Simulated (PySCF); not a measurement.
# Exercise with solution: entropy of an ideal gas

2-bromobut-1-en-3-yne (C4H3Br), SMILES C#CC(=C)Br.

Geometry: PBE-D3(BJ)/def2-SVP.

PBE-D3(BJ)/def2-SVP in PySCF gives the harmonic wavenumbers 148, 256, 318, 418, 546, 588, 627, 658, 675, 857, 882, 1111, 1342, 1611, 2147, 3094, 3207, 3406 cm⁻¹ and the rotational temperatures 0.2812, 0.1005, 0.0740 K. The molar mass is 130.97 g/mol, the symmetry number 1, the spin multiplicity 1.

Task: Work out the entropy at 298.15 K and 1 atm in the rigid-rotor, harmonic-oscillator model.

Result: 
Translation (Sackur–Tetrode at 1 atm): S = R[1.5 ln M + 2.5 ln T − 1.16487] = 169.5 J/(mol K).
Rotation: q = (√π/σ) T^1.5/√(θA θB θC) = 200000, S = R[ln q + 3/2] = 113.9 J/(mol K).
Vibration: with u = 1.4388 ν/T, each mode gives R[u/(e^u − 1) − ln(1 − e^−u)]:
```json
[
 {"ν (cm⁻¹)": "148", "modes": "1", "u": "0.71", "S (J/(mol K))": "11.29"},
 {"ν (cm⁻¹)": "256", "modes": "1", "u": "1.24", "S (J/(mol K))": "7.07"},
 {"ν (cm⁻¹)": "318", "modes": "1", "u": "1.53", "S (J/(mol K))": "5.52"},
 {"ν (cm⁻¹)": "418", "modes": "1", "u": "2.02", "S (J/(mol K))": "3.76"},
 {"ν (cm⁻¹)": "546", "modes": "1", "u": "2.63", "S (J/(mol K))": "2.31"},
 {"ν (cm⁻¹)": "588", "modes": "1", "u": "2.84", "S (J/(mol K))": "1.97"},
 {"ν (cm⁻¹)": "627", "modes": "1", "u": "3.03", "S (J/(mol K))": "1.70"},
 {"ν (cm⁻¹)": "658", "modes": "1", "u": "3.18", "S (J/(mol K))": "1.51"},
 {"ν (cm⁻¹)": "675", "modes": "1", "u": "3.26", "S (J/(mol K))": "1.41"},
 {"ν (cm⁻¹)": "857", "modes": "1", "u": "4.14", "S (J/(mol K))": "0.69"},
 {"ν (cm⁻¹)": "882", "modes": "1", "u": "4.26", "S (J/(mol K))": "0.63"},
 {"ν (cm⁻¹)": "1111", "modes": "1", "u": "5.36", "S (J/(mol K))": "0.25"},
 {"ν (cm⁻¹)": "1342", "modes": "1", "u": "6.48", "S (J/(mol K))": "0.10"},
 {"ν (cm⁻¹)": "1611", "modes": "1", "u": "7.77", "S (J/(mol K))": "0.03"}
]
```
The stiffer modes add less than 0.005 each. Sum 38.2 J/(mol K).
Spin: R ln 1 = 0.0 J/(mol K).
Total 321.7 J/(mol K); the program's own thermochemistry gives 321.7. Translation makes up 53 % and vibration 12 %. Anharmonicity, hindered rotation and orbital degeneracy are left out.
